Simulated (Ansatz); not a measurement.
Cost and result for the atomization energy of CH₄SSeSi (`S=C[SiH2][SeH]`) (8 atoms, 7 bonds).

```
atom   x (Å)   y (Å)   z (Å)
  S1  -2.283  -0.192  -1.474
  C2  -0.910  -0.636  -0.758
 Si3  -0.093   0.379   0.593
 Se4   1.962   1.093  -0.099
  H5  -0.416  -1.558  -1.079
  H6   0.059  -0.461   1.810
  H7  -0.902   1.589   0.849
  H8   2.582  -0.214   0.158
```

Charge 0, multiplicity 1. Correlated methods include outer-core shells of Se, which these sets cover unevenly. Scalar relativity is left out up to krypton. The structure was optimised at the PBE0-D4/def2-TZVP level. It is one conformer, not always the lowest. Program: Ansatz. All runs use 4 threads of an Arm Neoverse V1 on a shared host. Times are those of one run each, without the atoms' runs, and a repeat can differ threefold. Electronic energies, without spin–orbit coupling; frozen cores. CCSD(T)/CBS adds CCSD(T) − MP2 in def2-TZVPP to the MP2 limit, and its time is that of the two runs behind it. T1 = 0.013; the RHF reference is unstable towards UHF. With those shells the extrapolation isn't a true limit. B3LYP takes the VWN-RPA correlation (the form of Gaussian; ORCA's B3LYP/G).

CCSD(T)/CBS is a level of theory with its own doubt, some kJ/mol a heavy atom from the limit and from the frozen cores, so smaller differences don't rank the functionals.

```csv
level,functions,wall time,atomization (kcal/mol),difference from CCSD(T)/CBS,per bond
PBE-D4/def2-TZVPP (with forces),219,2.6 s,610.5,7.8,1.1
PBE0-D4/def2-TZVPP,219,3.2 s,599.1,-3.6,-0.5
B3LYP-D4/def2-TZVPP (with forces),219,4.6 s,598.1,-4.6,-0.6
r2SCAN-D4/def2-TZVPP (with forces),219,4.9 s,602.6,-0.1,0.0
B2PLYP/def2-TZVPP,219,6 s,590.1,-12.6,-1.8
ωB97X-V/def2-TZVPP,219,8.5 s,603.0,0.3,0.0
ωB97M-V/def2-TZVPP (with forces),219,13 s,600.5,-2.2,-0.3
MP2/def2-QZVPP,406,21 s,601.1,-1.6,-0.2
CCSD(T)/def2-TZVPP,219,98 s,582.6,-20.1,-2.9
CCSD(T)/CBS(def2),–,120 s,602.7,0.0,0.0
```

In def2-TZVPP, CCSD(T) changes the Hartree–Fock value by +164.2 kcal/mol (the triples alone add +12.5 kcal/mol) and MP2 by +170.9 kcal/mol; breaking electron pairs costs correlation energy, which Hartree–Fock lacks. The D4 term adds +8.5 kcal/mol with B3LYP and +4.5 kcal/mol with PBE0; it sums over pairs of atoms, weighted by their polarisabilities, and B3LYP, whose exchange is more repulsive, gets the larger term. From PBE to PBE0 (25 % exact exchange), in def2-TZVPP and without D4, the atomization energy moves by −10.7 kcal/mol: exact exchange takes away binding that semilocal exchange gives to molecules.
